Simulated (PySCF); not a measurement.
Mn(CO)5(Me), SMILES [CH3][Mn](<-[C-]#[O+])(<-[C-]#[O+])(<-[C-]#[O+])(<-[C-]#[O+])<-[C-]#[O+] (C₆H₃MnO₅), GFN2-xTB optimised geometry.

```
15

Mn    -0.05     0.09     0.00
O     -2.89     0.85     0.00
C     -1.80     0.52     0.00
O      0.00     0.63    -2.89
C     -0.02     0.38    -1.77
O      2.89     0.17     0.00
C      1.75     0.09     0.00
O     -0.03     0.40     2.92
C     -0.04     0.24     1.79
O     -0.40    -2.82    -0.13
C     -0.27    -1.69    -0.08
C      0.27     2.31     0.14
H     -0.65     2.82     0.43
H      0.60     2.73    -0.81
H      1.03     2.56     0.89
```

Density from PySCF with PBE0/def2-TZVP at that geometry.

Minimum of the electron density along straight lines between bonded atoms, close to the bond critical point (lines longer than 1.1 times the sum of covalent radii, or with two minima, are not listed):

```tsv
bond	length / Å	ρ at the minimum / e bohr⁻³	∇²ρ there / e bohr⁻⁵	position (fraction from the first atom)
Mn1–C3	1.797	0.147	0.57	0.50
O2–C3	1.140	0.491	0.68	0.67
Mn1–C5	1.797	0.147	0.57	0.50
O4–C5	1.140	0.491	0.68	0.67
Mn1–C7	1.798	0.147	0.57	0.50
O6–C7	1.139	0.492	0.68	0.67
Mn1–C9	1.798	0.147	0.57	0.50
O8–C9	1.139	0.492	0.68	0.67
Mn1–C11	1.804	0.145	0.57	0.50
O10–C11	1.140	0.491	0.67	0.67
Mn1–C12	2.239	0.069	0.10	0.48
C12–H13	1.091	0.276	-0.93	0.64
C12–H14	1.091	0.276	-0.93	0.64
C12–H15	1.091	0.276	-0.93	0.64
```
